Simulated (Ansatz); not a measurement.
```yaml
crystal:
  periodic: [false, false, false]
  atoms:
    - {symbol: O, position_ang: [-0.574358, -0.566823, 0.684531]}
    - {symbol: Si, position_ang: [0.696633, -0.177975, -0.157573]}
    - {symbol: O, position_ang: [1.753142, 0.112631, 0.848382]}
    - {symbol: O, position_ang: [1.194818, -1.283002, -1.024465]}
    - {symbol: O, position_ang: [0.023857, 0.930586, -0.865987]}
    - {symbol: Ga, position_ang: [-1.469615, 0.939039, -0.082149]}
    - {symbol: F, position_ang: [-2.742473, 0.412458, -0.898975]}
    - {symbol: F, position_ang: [-1.744685, 1.953304, 1.127539]}
    - {symbol: H, position_ang: [-0.519537, -0.833133, 1.525298]}
    - {symbol: H, position_ang: [2.587578, -0.086091, 0.645337]}
    - {symbol: H, position_ang: [0.794631, -1.400993, -1.801947]}
basis:
  gaussian: {orbitals: cc-pVDZ, final_grid: {core_spheres: 1, valence_spheres: 1, degree: 3}}
hamiltonian: {xc: {name: wB97M-V}}
scf: {lower_state_search: off}
output: {forces: true}
```

```sh
$ ansatz run in.yaml --threads 4 --pin off --events-out ev --progress --plain --max-ram 11315MiB
```

Output, abridged:

```
Functional definition: wB97M-V
  name "wB97M-V"
  cite "Mardirossian & Head-Gordon, J. Chem. Phys. 144, 214110 (2016) doi:10.1063/1.4952647"
  cite "Becke, J. Chem. Phys. 107, 8554 (1997) doi:10.1063/1.475007"
  cite "Vydrov & Van Voorhis, J. Chem. Phys. 133, 244103 (2010) doi:10.1063/1.3521275"
  # Of w^i u^j: cxij and so on, Table III.
  parameter omega = 0.3/bohr
  parameter cx = 0.15
  parameter cx01 = 1.007
  parameter cx10 = 0.259
  parameter css00 = 0.443
  parameter css04 = -1.437
  parameter css10 = -4.535
  parameter css20 = -3.390
  parameter css43 = 4.278
  parameter cos00 = 1.000
  parameter cos10 = 1.358
  parameter cos20 = 2.924
  parameter cos21 = -8.812
  parameter cos60 = -1.390
  parameter cos61 = 9.142
  parameter b = 6.0
  parameter c = 0.01
  gx(w, u) = 1 - cx + cx01*u + cx10*w
  gss(w, u) = css00 + css04*u^4 + css10*w + css20*w^2 + css43*w^4*u^3
  gos(w, u) = cos00 + cos10*w + (cos20 + cos21*u)*w^2 + (cos60 + cos61*u)*w^6
  exchange = spin_sum(e_x_unif_sr(omega)*gx(b97_w, b97_u_x)) + cx*exact_x_sr(omega) + exact_x_lr(omega)
  correlation = spin_sum(e_c_pw_mod_same_spin*gss(b97_w, b97_u_same))
      + integral(e_c_pw_mod_opposite_spin*gos(b97_w_opposite, b97_u_opposite)) + vv10(b, c)
these checks for a lower state are left out or cut short: stability, starts, cluster_reference, orbital_swaps, neighbouring_geometries, increment
1408 factors; integrals over basis functions are off by at most 1.3e-3 eV
344 factors; integrals over basis functions are off by at most 3.5e-6 eV
mean field evaluation 1: about -73910.4296 eV, gradient 8.8e1 eV
mean field evaluation 2: about -73912.7186 eV, gradient 8.3e1 eV
mean field evaluation 4: about -73922.9302 eV, gradient 2.7e0 eV
mean field evaluation 16: about -73904.3508 eV, gradient 2.2e-2 eV
mean field -73904.35078603 eV, -2715.9347972184 hartree, gradient 2.4e-6 eV, S^2 0.000000; 0 other end points of the search recorded, 0 dependent functions left out
the calculation of the forces begins
reference -73904.35090639 eV, -2715.9348016416 hartree; 49, 49 occupied and 95, 95 virtual orbitals, 1408 factors
Total energy: -73904.35090639 eV, -2715.9348016416 hartree
Atom 0 at    -0.574358    -0.566823     0.684531 Å, force     5.074492    -1.688728     6.695663 eV/Å
Atom 1 at     0.696633    -0.177975    -0.157573 Å, force     2.997898     2.580939    -0.006911 eV/Å
Atom 2 at     1.753142     0.112631     0.848382 Å, force     0.643066    -0.537673    -3.597363 eV/Å
Atom 3 at     1.194818    -1.283002    -1.024465 Å, force    -4.360845     3.624976    -3.451533 eV/Å
Atom 4 at     0.023857     0.930586    -0.865987 Å, force     3.239621    -2.312226    -2.484156 eV/Å
Atom 5 at    -1.469615     0.939039    -0.082149 Å, force     0.187693     3.639254    -5.067018 eV/Å
Atom 6 at    -2.742473     0.412458    -0.898975 Å, force    -4.967779    -2.812211    -1.907149 eV/Å
Atom 7 at    -1.744685     1.953304     1.127539 Å, force     0.387606     2.091608     6.634875 eV/Å
Atom 8 at    -0.519537    -0.833133     1.525298 Å, force    -2.035390    -1.571283    -3.723007 eV/Å
Atom 9 at     2.587578    -0.086091     0.645337 Å, force    -4.232507    -0.733942     2.539009 eV/Å
Atom 10 at     0.794631    -1.400993    -1.801947 Å, force     3.066147    -2.280713     4.367590 eV/Å
Dipole moment:     0.589589    -0.783769     0.109936 e Å
Checks for a lower state left out: stability, starts, cluster_reference, orbital_swaps, neighbouring_geometries, increment
```

(1) Something in this input is off. What?

Answers

(1) The integration grid is far too coarse. Self-consistency was reached. The result belongs to that input, not to the molecule as meant.
